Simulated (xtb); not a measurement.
BrSi (SMILES [Si]Br), doublet, geometry from GFN2-xTB; GFN2-xTB with ALPB(methanol) (xtb 6.7.1).

Here is a job for xtb.
```
$ xtb mol.xyz --gfn 2 --uhf 1 --alpb methanol --json

# file mol.xyz
2

Si    -0.00000000    -0.00000000    -1.67392232
Br     0.00000000     0.00000000     0.66956893
```

Output, abridged:

```
   ID    Z sym.   atoms
    1   14 Si     1
    2   35 Br     2

           -------------------------------------------------
          |                Calculation Setup                |
           -------------------------------------------------

           -------------------------------------------------
          |                 G F N 2 - x T B                 |
           -------------------------------------------------

      * Solvation model:               ALPB
        Solvent                        methanol
        Parameter file                 internal GFN2-xTB/ALPB
        Dielectric constant                3.2700E+01
        Reference state                gsolv [1 M gas/solution]
        Free energy shift                  3.9449E-03 Eh       2.4755E+00 kcal/mol
        Temperature                        2.9815E+02 K
        Density                            7.9200E-01 kg/L
        Solvent mass                       3.2040E+01 g/mol
        Interaction kernel             P16
        Born radius scaling (c1)           1.6600E+00
        Born radii integrator          GBOBC
        Born offset                        0.0000E+00 a0       0.0000E+00 AA
        H-bond correction              true
        Ion screening                  false
        Surface tension                    1.0000E-05 Eh       1.5569E+01 dyn/cm
        Grid points                               230 per atom

          ...................................................
          :                      SETUP                      :
          :.................................................:
          :  # basis functions                  20          :
          :  # atomic orbitals                  18          :
          :  # shells                            6          :
          :  # electrons                        11          :
          :  max. iterations                   250          :
          :  Hamiltonian                  GFN2-xTB          :
          :  restarted?                      false          :
          :  GBSA solvation                   true          :
          :  PC potential                    false          :
          :  electronic temp.          300.0000000     K    :
          :  accuracy                    1.0000000          :
          :  -> integral cutoff          0.2500000E+02      :
          :  -> integral neglect         0.1000000E-07      :
          :  -> SCF convergence          0.1000000E-05 Eh   :
          :  -> wf. convergence          0.1000000E-03 e    :
          :  Broyden damping             0.4000000          :
          :  net charge                          0          :
          :  unpaired electrons                  1          :
          ...................................................

 iter      E             dE          RMSdq      gap      omega  full diag
   1     -5.7668997 -0.576690E+01  0.745E+00    0.00       0.0  T
   2     -5.7694978 -0.259813E-02  0.429E+00    0.00       1.0  T
   3     -5.7698930 -0.395139E-03  0.237E+00    0.00       1.0  T
   4     -5.7670373  0.285572E-02  0.391E+00    0.00       1.0  T
   5     -5.7685661 -0.152884E-02  0.272E+00    0.00       1.0  T
   6     -5.7709784 -0.241234E-02  0.148E-01    0.00       1.0  T
   7     -5.7707153  0.263132E-03  0.900E-01    0.00       1.0  T
   8     -5.7709770 -0.261695E-03  0.118E-01    0.00       1.0  T
   9     -5.7709850 -0.797339E-05  0.423E-02    0.00       1.7  T
  10     -5.7709840  0.960281E-06  0.686E-02    0.00       1.0  T
  11     -5.7709848 -0.836576E-06  0.215E-02    0.00       3.3  T
  12     -5.7709848  0.429813E-07  0.253E-02    0.00       2.8  T
  13     -5.7709850 -0.198119E-06  0.101E-03    0.00      70.3  T
  14     -5.7709850 -0.418323E-09  0.960E-04    0.00      73.6  T
  15     -5.7709850 -0.408100E-09  0.213E-05    0.00    3322.8  T

   *** convergence criteria satisfied after 15 iterations ***

         :::::::::::::::::::::::::::::::::::::::::::::::::::::
[...]
         :: total energy              -5.768158536708 Eh    ::
[...]
         ::    -> Gsasa               -0.002596272031 Eh    ::
         ::    -> Ghb                 -0.000778525431 Eh    ::
         ::    -> Gshift               0.003944919816 Eh    ::
         :: repulsion energy           0.002826464675 Eh    ::
         :: add. restraining           0.000000000000 Eh    ::
         :: total charge               0.000000000000 e     ::
         :::::::::::::::::::::::::::::::::::::::::::::::::::::

           -------------------------------------------------
          |                Property Printout                |
           -------------------------------------------------

    * Orbital Energies and Occupations

         #    Occupation            Energy/Eh            Energy/eV
      -------------------------------------------------------------
         1        2.0000           -0.8250326             -22.4503
         2        2.0000           -0.5998469             -16.3227
         3        2.0000           -0.4038200             -10.9885
         4        2.0000           -0.4038200             -10.9885
         5        2.0000           -0.3934403             -10.7061
         6        0.5000           -0.2808839              -7.6432 (HOMO)
         7        0.5000           -0.2808839              -7.6432 (LUMO)
         8                         -0.2047371              -5.5712
         9                         -0.0787953              -2.1441
        10                         -0.0787953              -2.1441
        11                         -0.0471948              -1.2842
        12                         -0.0471948              -1.2842
        13                          0.0484966               1.3197
        14                          0.0629560               1.7131
        15                          0.0629560               1.7131
        16                          0.1082421               2.9454
        17                          0.1082421               2.9454
        18                          0.6272336              17.0679
      -------------------------------------------------------------
                  HL-Gap            0.0000000 Eh            0.0000 eV
             Fermi-level           -0.3090230 Eh           -8.4089 eV

     #   Z          covCN         q      C6AA      α(0)
     1  14 Si       0.816     0.421   222.576    32.422
     2  35 Br       0.816    -0.421   196.718    22.613

 Mol. C6AA /au·bohr⁶  :        821.107262
 Mol. C8AA /au·bohr⁸  :      55380.324103
 Mol. α(0) /au        :         55.034761

Wiberg/Mayer (AO) data.
largest (>0.10) Wiberg bond orders for each atom

 ---------------------------------------------------------------------------
     #   Z sym  total        # sym  WBO       # sym  WBO       # sym  WBO
 ---------------------------------------------------------------------------
     1  14 Si   1.124 --     2 Br   1.124
     2  35 Br   1.124 --     1 Si   1.124
 ---------------------------------------------------------------------------

Topologies differ in total number of bonds
Writing topology from bond orders to xtbtopo.mol

molecular dipole:
                 x           y           z       tot (Debye)
 q only:        0.000       0.000      -1.864
   full:        0.000       0.000      -1.670       4.245
molecular quadrupole (traceless):
                xx          xy          yy          xz          yz          zz
 q only:       -1.769       0.000      -1.769       0.000       0.000       3.537
  q+dip:       -0.199       0.000      -0.199       0.000       0.000       0.399
   full:       -0.025       0.000      -0.025       0.000       0.000       0.049

           -------------------------------------------------
          | TOTAL ENERGY               -5.768158536708 Eh   |
          | GRADIENT NORM               0.009327490679 Eh/α |
          | HOMO-LUMO GAP               0.000000000035 eV   |
           -------------------------------------------------

normal termination of xtb
```
